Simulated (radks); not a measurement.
Effect of the nuclear size on neutral thulium, [Xe] 4f13 6s2. Calculated with a radial shooting solver on a logarithmic mesh with Libxc functionals: Dirac Kohn-Sham, exchange-only LDA, spin-unpolarised, spherical densities, finite nucleus; open shells fill j = l - 1/2 first; Fermi nuclear charge, rms radius 5.2256 fm. The rms radius is varied about that value; shifts are against it.

| rms radius (fm) | total energy shift (eV) | density at nucleus (e/bohr^3) | 1s1/2 shift (meV) | 2s1/2 shift (meV) | 4p1/2 shift (meV) | 5s1/2 shift (meV) | 5p1/2 shift (meV) | 6s1/2 shift (meV) | 4f7/2 shift (meV) |
|---|---|---|---|---|---|---|---|---|---|
| 4.5463 | -8.51 | 9.859e+05 | -3480 | -469 | 0.185 | -3.60 | 0.342 | -0.129 | 0.596 |
| 4.9539 | -3.50 | 9.61e+05 | -1430 | -193 | 0.076 | -1.48 | 0.141 | -0.053 | 0.245 |
| 5.2256 | 0 | 9.458e+05 | 0.000 | 0.000 | 0.000 | 0.000 | 0.000 | 0.000 | 0.000 |
| 5.6436 | 5.64 | 9.244e+05 | 2310 | 311 | -0.121 | 2.39 | -0.227 | 0.085 | -0.396 |
| 5.9676 | 10.2 | 9.091e+05 | 4180 | 563 | -0.219 | 4.33 | -0.411 | 0.155 | -0.717 |

Slopes of the eigenvalues against <r^2> in GHz/fm^2, as finite differences over the two radii next to the reference (eigenvalue slopes, not the field-shift constants of lines): 1s1/2 124000, 2s1/2 16700, 4p1/2 -6.52, 5s1/2 128, 5p1/2 -12.2, 6s1/2 4.58, 4f7/2 -21.2.
